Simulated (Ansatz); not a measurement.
Calculated with Ansatz (gas phase, PBE0-D4/def2-TZVP geometries, no zero-point term in ΔE). CCSD(T)/CBS is the MP2 limit (def2-TZVPP, def2-QZVPP) plus CCSD(T) − MP2 in def2-TZVPP, frozen cores. This one scheme is used for every species. Functionals use def2-TZVPP. B3LYP here is the variant with VWN-RPA as its local correlation; programs differ in this. HSE06 is defined as in plane-wave codes. One conformer a species, not always the lowest.

Reaction (ligand exchange at the Si–C bond): `O[SiH](S)CCl` + PH₃ → `O[SiH](P)S` + `CCl`

| level | ΔE (kcal/mol) | difference from CCSD(T)/CBS |
| --- | --- | --- |
| LDA (SPW92) | -5.7 | -0.5 |
| PBE-D4 | -7.0 | -1.8 |
| B3LYP-D4 | -5.2 | 0.0 |
| HSE06-D4 | -6.8 | -1.6 |
| B2PLYP | -5.4 | -0.2 |
| revPBE | -8.2 | -3.0 |
| BLYP | -6.3 | -1.1 |
| CAM-B3LYP | -4.9 | 0.3 |
| RPA@PBE/def2-TZVPP | -3.7 | 1.5 |
| HF/def2-SVP | -3.7 | 1.5 |
| CCSD/def2-SVP | -2.9 | 2.3 |
| CCSD(T)/def2-SVP | -2.9 | 2.3 |
| HF/def2-TZVPP | -4.9 | 0.3 |
| CCSD(T)/def2-TZVPP | -4.5 | 0.7 |
| HF/def2-QZVPP | -4.9 | 0.3 |
| SCS-MP2/def2-QZVPP | -4.9 | 0.3 |
| CCSD(T)/CBS | -5.2 | 0 |

Problem. What do rigid-rotor, harmonic-oscillator terms from PBE0-D4/def2-TZVP frequencies (298.15 K, 1 bar) make of the CCSD(T)/CBS value? (An estimate is asked.)

Solution. Computed: ΔZPE = +1.9 kcal/mol, ΔH = -3.5 kcal/mol, ΔS = 7 J/(mol·K), ΔG = -4.0 kcal/mol. Modes under 50 cm⁻¹ make the entropy rough.

Largest T1 diagnostic among the species: 0.013.

Leaving LDA and LC-ωPBE aside and taking each functional with its dispersion term where it has one, the values, not all of them listed here, spread over 2.7 kcal/mol, from PBE-D4 to ωB97M-V. LDA lies +1.8 kcal/mol from PBE without D4. At CCSD(T), def2-SVP lies +2.3 kcal/mol from the extrapolated value and def2-TZVPP +0.7 kcal/mol.
